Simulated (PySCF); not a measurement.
A structure optimised at PBE-D3(BJ)/def2-SVP, used in a PySCF frequency run:

```xyz
14

C     -1.8496     0.6220     0.7819
C     -0.9340     0.1418    -0.0860
C     -1.0628    -1.1917    -0.7710
C      0.3517     0.8990    -0.3771
C      1.4502     0.2610     0.4631
O      2.2071    -0.6015     0.0679
H     -1.7257     1.6031     1.2671
H     -2.7605     0.0515     1.0225
H     -0.1585    -1.8138    -0.5998
H     -1.1394    -1.0591    -1.8720
H     -1.9522    -1.7515    -0.4244
H      0.6326     0.8119    -1.4466
H      0.2469     1.9661    -0.0961
H      1.4670     0.6113     1.5411
```
Charge 0, spin multiplicity 1.

Question: Write its SMILES and formula.

Answer: C=C(C)CC=O, C5H8O

Question: What are its rotational constants (standard atomic weights)?

Answer: 6.0966, 2.4308, 2.0042 GHz
